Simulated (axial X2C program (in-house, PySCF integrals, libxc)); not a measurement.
Spin–orbit effects along a row: molecules with Be, HF

Calculated with an axial X2C code built on PySCF integrals, spin-free (one-electron X2C) or two-component (2c: spin–orbit coupling with atomic mean-field Coulomb and Gaunt terms, which also bring small scalar terms), in Dyall basis sets with cores contracted in-house; open shells are unrestricted.

Basis sets: Al dyall-v3z, Be dyall-cv3z, Cl dyall-av3z, Na dyall-cv3z, S dyall-av3z, Si dyall-v3z.

```
molecule   spin-free state  Re (Å)  ωe (cm⁻¹)  De (eV)  2c state  Re 2c (Å)  ωe 2c (cm⁻¹)  De 2c (eV)
    NaBe  M_S = 1/2, Λ = 0   3.240      116.9     0.06   Ω = 1/2      3.240         116.9        0.06
    BeAl  M_S = 1/2, Λ = 1   2.718      127.9    -0.06   Ω = 1/2      2.723         125.9       -0.05
    BeSi    M_S = 1, Λ = 1   2.277      499.2     0.50     Ω = 2      2.277         499.4        0.49
     BeS    M_S = 0, Λ = 0   1.727     1062.6     1.62     Ω = 0      1.727        1062.2        1.62
    BeCl  M_S = 1/2, Λ = 0   1.813      844.0     3.63   Ω = 1/2      1.813         843.9        3.56
```

Each entry is the lowest single determinant of a limited PBE0 search at one distance. De goes to single-determinant-based atoms at the same level (for ions the charge split of lowest energy) and is withheld (n/a) where an atom does not fit its ground term or J level. Main or longest-lived isotopes. One determinant is a doubtful description, or other states lie close, for NaBe, BeAl, BeSi; these need not be ground states, and all values refer to the states named. Some open-shell Ω = 0 determinants are out of reach, so the Ω given for BeSi need not be the lowest component. With several unpaired electrons the Ω given is that of one determinant, not necessarily of the lowest component. Some light 2c atoms are not at their ground J level, so De misses part of their lowering (0.04 eV or less). Where the atoms have a lower orbital projection than the molecule, De at mean-field level may be about a tenth of an eV too small.
